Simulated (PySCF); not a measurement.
C₃H₅BF₂O, SMILES C(=C(\F)B(C)O)/F. Atoms are numbered in the order given.

```xyz
12

C     -1.8116    -0.8893     0.0000
B     -0.2404    -0.9631     0.0000
O      0.4490    -2.1287     0.0000
C      0.6636     0.3212     0.0000
F      1.9944     0.1343     0.0000
C      0.2617     1.6001     0.0000
F     -1.0221     1.9365     0.0000
H     -2.2925    -1.8803     0.0000
H     -2.1753    -0.3294     0.8768
H     -2.1753    -0.3294    -0.8768
H     -0.1268    -2.8998     0.0000
H      0.9468     2.4536     0.0000
```
Charge 0, spin multiplicity 1.

Geometry: PBE0-D3(BJ)/def2-SVP. The structure was generated by enumeration; whether it is a known compound was not checked. Other conformers were not sampled.

These are B3LYP/def2-TZVP (PySCF) values and carry that method's errors.

Atomic charges (e):

```tsv
atom	IAO	Mulliken	Löwdin
C1	-0.59	-0.40	-0.26
B2	0.39	0.14	-0.68
O3	-0.51	-0.37	0.23
C4	0.11	0.12	-0.23
F5	-0.27	-0.21	0.20
C6	0.14	0.09	-0.23
F7	-0.26	-0.19	0.20
H8	0.13	0.09	0.13
H9	0.16	0.14	0.15
H10	0.16	0.14	0.15
H11	0.37	0.31	0.21
H12	0.16	0.13	0.13
```

Computed Mayer and Wiberg (Löwdin basis) orders of the bonds:
```csv
bond,Mayer,Wiberg
C1–B2,1.04,1.30
B2–O3,1.42,2.00
B2–C4,1.04,1.11
C4–F5,0.96,1.67
C4–C6,1.72,1.91
C6–F7,1.03,1.77
C1–H8,0.96,0.87
C1–H9,0.95,0.85
C1–H10,0.95,0.85
O3–H11,0.88,0.94
C6–H12,0.98,0.87
```
